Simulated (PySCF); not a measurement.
## Working out the electron affinity of I

I⁻ [Xe] (1S) → I [Kr] 4d10 5s2 5p5 (2P). Calculation: PySCF 2.14, in def2-TZVPPD with the def2 core potential (28 electrons) (7s6p4d2f, 59 functions); a scalar-relativistic core potential. Frozen: nothing. Energies in hartree (1 hartree = 27.21139 eV):

```tsv
part	I⁻ (lower)	I (upper)
UHF	-296.743541	-296.658629
MP2 opposite-spin	-0.379749	-0.357634
MP2 same-spin	-0.211488	-0.199582
```

Q: What does Hartree-Fock give?

A: (-296.658629) − (-296.743541) = 0.084912 hartree = 2.311 eV.

Q: What do MP2 and SCS-MP2 (6/5 opposite-spin, 1/3 same-spin) give?

A: The opposite-spin parts differ by 0.602 eV and the same-spin parts by 0.324 eV. MP2: 2.311 + (0.602) + (0.324) = 3.237 eV. SCS-MP2: 2.311 + 1.2 × (0.602) + (0.324)/3 = 3.141 eV.

Reference: 3.059 eV (measured; photodetachment measurements, as compiled on the Wikipedia data page of electron affinities), between the lowest levels; spin-orbit coupling is absent from the calculation.

What remains against the reference includes basis incompleteness and correlation beyond second order.
